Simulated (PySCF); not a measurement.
Ligands exchanged one at a time, In F-H. All species are isolated molecules in the gas phase. Strings in code marks are SMILES.

The dipole moment from two functionals at the same geometries (CAM-B3LYP-D3(BJ)/def2-TZVP), both in PySCF: PBE-D3(BJ)/def2-TZVP and CAM-B3LYP-D3(BJ)/def2-TZVP. 

```json
[
 {"species": "0 of 3 F replaced by H (`[F][In]([F])[F]`)", "CAM-B3LYP-D3(BJ)/def2-TZVP (D)": "0.00"},
 {"species": "1 of 3 F replaced by H (`[F][InH][F]`)", "CAM-B3LYP-D3(BJ)/def2-TZVP (D)": "3.61"},
 {"species": "2 of 3 F replaced by H (`[F][InH2]`)", "CAM-B3LYP-D3(BJ)/def2-TZVP (D)": "3.13"},
 {"species": "3 of 3 F replaced by H (`[InH3]`)", "CAM-B3LYP-D3(BJ)/def2-TZVP (D)": "0.00"}
]
```

Question: What does PBE-D3(BJ)/def2-TZVP give for each?

Answer: 
- 0 of 3 F replaced by H (`[F][In]([F])[F]`): 0.00
- 1 of 3 F replaced by H (`[F][InH][F]`): 3.32
- 2 of 3 F replaced by H (`[F][InH2]`): 2.86
- 3 of 3 F replaced by H (`[InH3]`): 0.00
Over these rows, drawn at random from the members with no instability flagged (it was tested for open shells, ions and some series alone), PBE minus CAM-B3LYP-D3(BJ): mean -0.14 D, from -0.28 D to 0.00 D.
